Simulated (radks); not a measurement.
Species: the fluorine ion F2+. Configuration: [He] 2s2 2p3 (the NIST ground configuration).

Calculated with a radial shooting solver on a logarithmic mesh with Libxc functionals: scalar-relativistic Kohn-Sham, BLYP, spin-unpolarised, spherical densities, point nucleus.

Energy parts (Ry):
part                      energy
total                 -195.42501
kinetic                195.38898
electron-nucleus      -447.67918
Hartree                 75.22325
exchange-correlation   -18.35806

Orbitals (lengths in bohr, moments of r in powers of bohr; r(max) is where P^2 peaks):
| orbital | occ. | eigenvalue (Ry) | <r^4> | r(max) |
|---|---|---|---|---|
| 1s | 2 | -52.26754 | 0.004586 | 0.1143 |
| 2s | 2 | -4.98786 | 1.881 | 0.7344 |
| 2p | 3 | -3.60451 | 2.261 | 0.6490 |

The highest occupied level is 2p at -49.042 eV. Summed over all electrons, <r^2> = 5.137 bohr^2, which gives a Langevin (diamagnetic) susceptibility term of -4.07 x 10^-6 cm^3/mol.
